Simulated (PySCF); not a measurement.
Species: C7H7FO.
Atom-mapped SMILES: `[F:1][C@H:2]1[CH2:3][O:4][C:5]2=[C:6]1[CH:7]=[CH:8][CH2:9]2` (hydrogens: H10 on C2; H11, H12 on C3; H13 on C7; H14 on C8; H15, H16 on C9)

Method: PBE/def2-SV(P) geometry optimisation, gas phase (PySCF 2.14.0); density fitting, grid level 1; the optimiser is geomeTRIC in internal coordinates, started from a GFN2-xTB structure.

Step 2: E = -12111.8808 eV
```
atom  x, y, z in Å  |  force x, y, z in eV/Å
F1     -1.8083    2.1170   -0.2742    0.031  -0.020  -0.003
C2     -1.4027    0.9725    0.4410   -0.013   0.018   0.011
C3     -1.8224   -0.3194   -0.3282   -0.043   0.029   0.000
O4     -0.6239   -1.0001   -0.7982    0.030  -0.010  -0.045
C5      0.3985   -0.3038   -0.2609   -0.035   0.021   0.005
C6      0.0778    0.7943    0.4815   -0.002  -0.014   0.012
C7      1.3193    1.3952    0.9697    0.002  -0.009  -0.007
C8      2.3751    0.6500    0.5207    0.014   0.018   0.002
C9      1.8781   -0.5188   -0.3202    0.013  -0.018   0.004
H10    -1.9019    1.0531    1.4338   -0.013   0.011  -0.015
H11    -2.3849   -1.0361    0.3081    0.034  -0.008   0.018
H12    -2.4388   -0.0456   -1.2104   -0.006  -0.011   0.010
H13     1.3909    2.3021    1.5891    0.004  -0.010   0.002
H14     3.4408    0.8426    0.7122    0.000  -0.004   0.004
H15     2.1812   -1.5075    0.0980   -0.007   0.001  -0.002
H16     2.2677   -0.4906   -1.3650   -0.007   0.008   0.005
```

Step 3: E = -12111.8830 eV
```
atom  x, y, z in Å  |  force x, y, z in eV/Å
F1     -1.7995    2.1145   -0.2976    0.014   0.018  -0.010
C2     -1.4044    0.9787    0.4340    0.030  -0.052  -0.029
C3     -1.8243   -0.3220   -0.3224    0.038   0.030   0.001
O4     -0.6241   -0.9941   -0.8076    0.019   0.043  -0.009
C5      0.3972   -0.2987   -0.2664    0.006   0.033   0.020
C6      0.0767    0.7957    0.4827    0.034  -0.028   0.011
C7      1.3204    1.3919    0.9771    0.004  -0.081  -0.053
C8      2.3779    0.6481    0.5262   -0.116  -0.018  -0.025
C9      1.8781   -0.5149   -0.3254   -0.026   0.031   0.045
H10    -1.9094    1.0706    1.4216   -0.026   0.014   0.013
H11    -2.3644   -1.0409    0.3301    0.016  -0.008   0.018
H12    -2.4549   -0.0645   -1.1983   -0.030  -0.002   0.008
H13     1.3929    2.2920    1.6045   -0.001   0.024   0.018
H14     3.4430    0.8358    0.7240    0.011   0.001   0.001
H15     2.1746   -1.5083    0.0840    0.016  -0.014   0.008
H16     2.2666   -0.4790   -1.3695    0.010   0.008  -0.018
```

Step 4: E = -12111.8858 eV
```
atom  x, y, z in Å  |  force x, y, z in eV/Å
F1     -1.7795    2.1111   -0.3408   -0.006   0.066  -0.024
C2     -1.4056    0.9896    0.4196    0.074  -0.142  -0.049
C3     -1.8251   -0.3250   -0.3111    0.152   0.025  -0.019
O4     -0.6234   -0.9769   -0.8288   -0.043   0.057   0.008
C5      0.3980   -0.2893   -0.2781   -0.044   0.034   0.033
C6      0.0749    0.7961    0.4842    0.049  -0.015   0.026
C7      1.3182    1.3854    0.9916   -0.009  -0.175  -0.121
C8      2.3738    0.6414    0.5350   -0.068  -0.008  -0.003
C9      1.8788   -0.5108   -0.3354   -0.111   0.112   0.087
H10    -1.9227    1.1030    1.3977   -0.028   0.019   0.035
H11    -2.3184   -1.0477    0.3735   -0.008  -0.006   0.013
H12    -2.4893   -0.0983   -1.1693   -0.050   0.001   0.004
H13     1.3921    2.2749    1.6330    0.000   0.036   0.020
H14     3.4376    0.8215    0.7436    0.031   0.007  -0.001
H15     2.1675   -1.5117    0.0596    0.033  -0.016   0.018
H16     2.2695   -0.4584   -1.3773    0.025   0.007  -0.029
```

**Question.** Estimate the geometry and energy of step 5. (The exact step hangs on the optimiser's Hessian estimate; all steps are aligned on step 4, rigid shifts and turns removed.)

**Answer.** E = -12111.8881 eV, largest force 0.185 eV/Å
```
atom  x, y, z in Å  |  force x, y, z in eV/Å
F1     -1.7584    2.1084   -0.3801   -0.012   0.068  -0.027
C2     -1.4061    0.9975    0.4053    0.053  -0.133  -0.013
C3     -1.8253   -0.3272   -0.3019    0.179   0.018  -0.043
O4     -0.6255   -0.9583   -0.8520   -0.069   0.048   0.022
C5      0.3957   -0.2812   -0.2884   -0.003  -0.002   0.021
C6      0.0722    0.7940    0.4868    0.069   0.001   0.036
C7      1.3159    1.3732    1.0025    0.002  -0.069  -0.052
C8      2.3740    0.6346    0.5445   -0.125  -0.038  -0.028
C9      1.8767   -0.5043   -0.3415   -0.076   0.080   0.048
H10    -1.9355    1.1319    1.3744   -0.017   0.013   0.027
H11    -2.2727   -1.0518    0.4121   -0.022   0.000   0.007
H12    -2.5251   -0.1297   -1.1384   -0.040   0.001   0.003
H13     1.3894    2.2559    1.6538   -0.005   0.031   0.019
H14     3.4375    0.8100    0.7607    0.013   0.005  -0.007
H15     2.1620   -1.5113    0.0407    0.030  -0.017   0.008
H16     2.2715   -0.4367   -1.3813    0.024  -0.007  -0.023
```

The energy changes by -0.0023 eV. The first-order estimate −F·Δx gives -0.0036 eV and the mean of the old and new forces, exact on a quadratic surface, -0.0019 eV. The step makes an angle of 86° with the force vector and moves no atom by more than 0.060 Å.

The cost below is that of the whole optimisation. Time: 3.0 min wall; peak memory 0.59 GiB. Hardware: one thread of an Arm Neoverse V1, shared host.
